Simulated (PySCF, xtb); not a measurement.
SnCl, SMILES [Sn+][Cl] (connectivity only; charge and spin as stated), charge +1, multiplicity 1.

Harmonic wavenumbers (cm⁻¹) from GFN2-xTB run with xtb at its own minimum, in rising order: 366.

**Question.** What does PBE0-D3(BJ)/def2-TZVP in PySCF give at its own minimum? (An estimate is asked for; the answer gives what the named calculation found.)

**Answer.** 429. Paired by order, the mean absolute difference is 63 cm⁻¹ and the zero-point energies are 0.5 and 0.6 kcal/mol.
